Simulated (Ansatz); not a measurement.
`CC(F)(CF)C(F)F`, relaxed with RKS PBE0-D4/def2-TZVP in Ansatz from a PBE-D4/def2-SVP geometry. The force threshold is 0.005 eV/Å; the program also tests the step.

Total charge 0; spin multiplicity 1.

Start:

```xyz
14

C     0.771   -0.189    1.243
C     0.213    0.300   -0.084
F     0.854    1.494   -0.437
C     0.447   -0.708   -1.203
F    -0.180   -0.302   -2.370
C    -1.282    0.657    0.018
F    -1.492    1.516    1.053
F    -1.998   -0.487    0.259
H     0.672    0.614    1.997
H     0.210   -1.075    1.599
H     1.841   -0.453    1.139
H     0.049   -1.702   -0.904
H     1.541   -0.789   -1.388
H    -1.648    1.124   -0.922
```

(1) By how much does the energy fall, and how many steps does the optimiser take? (Estimate.)

(2) Which bonds change most? (Best estimate.)

(3) Give the relaxed structure. (Estimate.)

Results:

(1) The calculation gave: 0.06 eV, in 4 steps.

(2) The calculation gave: C6–H14 from 1.111 to 1.092 Å; C4–H12 from 1.112 to 1.093 Å; C4–H13 from 1.112 to 1.093 Å; C1–H9 from 1.106 to 1.089 Å.

(3) Computed: 
```xyz
14

C     0.767   -0.187    1.233
C     0.207    0.301   -0.081
F     0.842    1.484   -0.433
C     0.449   -0.705   -1.184
F    -0.151   -0.303   -2.357
C    -1.276    0.652    0.013
F    -1.490    1.502    1.041
F    -1.987   -0.478    0.258
H     0.690    0.602    1.979
H     0.214   -1.059    1.587
H     1.818   -0.457    1.113
H     0.041   -1.679   -0.903
H     1.525   -0.787   -1.359
H    -1.648    1.113   -0.905
```
